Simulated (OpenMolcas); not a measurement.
**Ag2+: moving or changing the point charges**

Ag2+ among 4 point charges of -2.5 e arranged as a square (D4h), 2.11 Å from the ion.
```
   2.1100    0.0000    0.0000  -2.50
   0.0000    2.1100    0.0000  -2.50
  -2.1100    0.0000    0.0000  -2.50
   0.0000   -2.1100    0.0000  -2.50
```

| Quantity | Value |
| --- | --- |
| Program | OpenMolcas 26.06 |
| Method | CASSCF |
| Basis | ANO-RCC-VTZP [7s6p4d2f1g] |
| Scalar Hamiltonian | DKH2, point nucleus |
| Active space | 9 electrons in 5 orbitals (4d) |
| State averaging | 2S+1 = 2 even, 5 roots |
| Spin-orbit coupling | RASSI with atomic mean-field integrals over the reference wave functions |

Runs around this geometry, states (labels of D4, the rotations of D4h). Energies in cm-1 above the lowest state or level, χT in cm3 K/mol.

| R (Å) | q (e) | Ground state | First state of that spin | First gap with spin-orbit (degeneracies) | χT at 300 K |
| --- | --- | --- | --- | --- | --- |
| 2.11 | -1.25 | 2B1 | 2B2 3313 | 4394 (2, 2) | 0.938 |
| 2.11 | -2.5 | 2B1 | 2B2 5857 | 6770 (2, 2) | 0.767 |
| 2.35 | -2.5 | 2B1 | 2B2 3734 | 4921 (2, 2) | 0.901 |

Taking the first state of the same spin as R^-n, n = -ln(3734 / 5857) / ln(2.35 / 2.11) = 4.2 between the shortest and longest distance.

Scaling the charges by -1.25 / -2.5 = 0.50 scales the first state of the same spin by 3313 / 5857 = 0.57; with fixed orbitals a first-order splitting would follow the charge.

This is an electrostatic model: the charges have no orbitals. No measured value stands beside these numbers.
